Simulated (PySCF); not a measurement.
**Spinor energies of Dy³⁰⁺ (dysprosium, charge +30)**

Start: [Kr]. Calculated with PySCF 2.14 in an even-tempered Gaussian basis (17 s from 2.8 bohr⁻², ratio 2.8; 14 p from 3.6 bohr⁻², ratio 2.8; 9 d from 6.4 bohr⁻², ratio 2.8; 4 f from 19 bohr⁻², ratio 3): generalised Hartree-Fock with the X2C-1e Hamiltonian and a Gaussian nucleus; spin-orbit coupling (SO) screened by Boettger's factors.

```csv
spinor shell,electrons,"ε, screened SO (eV)",weight of nominal j (screened SO),"rms radius, screened SO (bohr)"
1s1/2,2,-55160.9,1.000,0.0240
2s1/2,2,-10235.9,1.000,0.0971
2p1/2,2,-9773.5,1.000,0.0830
2p3/2,4,-8967.7,1.000,0.0895
3s1/2,2,-3157.5,1.000,0.247
3p1/2,2,-2956.8,1.000,0.238
3p3/2,4,-2781.6,1.000,0.251
3d3/2,4,-2443.2,1.000,0.224
3d5/2,6,-2405.2,1.000,0.227
4s1/2,2,-1369.8,1.000,0.523
4p1/2,2,-1280.5,1.000,0.527
4p3/2,4,-1228.6,1.000,0.552
```

```json
{"quantity": "E (hartree)", "screened SO": "-11695.64082"}
{"quantity": "M_J", "screened SO": "0"}
{"quantity": "⟨J²⟩", "screened SO": "0.000"}
{"quantity": "⟨L²⟩", "screened SO": "0.050"}
{"quantity": "⟨S²⟩", "screened SO": "0.050"}
```

Breit and QED terms are absent; they matter most for the inner s and p1/2 levels.

Densities and radii are taken from the X2C orbitals without a picture-change correction, which distorts them close to the nucleus.
